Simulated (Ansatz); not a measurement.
Reaction (formal loss of a carbene): `[OH][GeH]([SH])[CH2]F` → `[CH]F` + `[OH][GeH2][SH]`

Isolated molecules relaxed with PBE0-D4/def2-TZVP in Ansatz; ΔE leaves out vibrations. CCSD(T)/CBS is the MP2 limit (def2-TZVPP, def2-QZVPP) plus CCSD(T) − MP2 in def2-TZVPP, frozen cores. This one scheme is used for every species. Functionals use def2-TZVPP. For Ge outer-core shells are correlated without core-valence functions, which leaves a few kJ/mol of doubt a bond. Scalar relativity is left out up to krypton. One conformer a species, not always the lowest.

`[OH][GeH]([SH])[CH2]F`:

Cartesian coordinates in Å:
```
O 1.515 1.046 0.594
Ge -0.099 0.594 0.007
S -0.095 0.336 -2.196
C -0.630 -1.154 0.747
F 0.225 -2.135 0.274
H 2.198 0.470 0.240
H -1.005 1.744 0.467
H 0.108 1.643 -2.430
H -1.653 -1.411 0.456
H -0.565 -1.133 1.839
```

`[CH]F`:

Cartesian coordinates in Å:
```
C -0.051 -0.492 0.121
F -0.816 0.375 -0.475
H 0.867 0.117 0.354
```

`[OH][GeH2][SH]`:

```xyz
7

O    -0.395    0.426    1.482
Ge    0.391   -0.420    0.132
S    -0.106    0.549   -1.802
H    -0.239    1.374    1.456
H     1.922   -0.333    0.230
H    -0.161   -1.845    0.226
H    -1.413    0.249   -1.724
```

```tsv
level	ΔE (eV)
ωB97X-V	3.93
MP2/def2-TZVPP	4.13
```

(1) What does CCSD(T)/CBS give? (Best estimate.)

Largest T1 diagnostic among the species: 0.018.

Results:

(1) The calculation gave: +3.89 eV. The listed levels differ from it by 0.04, 0.24 eV.

The D4 term adds +0.13 eV with B3LYP and +0.07 eV with PBE0; it sums over pairs of atoms, weighted by their polarisabilities, and B3LYP, whose exchange is more repulsive, gets the larger term. In def2-TZVPP, CCSD(T) changes the Hartree–Fock value by +0.49 eV (the triples alone add +0.03 eV) and MP2 by +0.78 eV.

B3LYP here is the variant with VWN-RPA as its local correlation; programs differ in this.
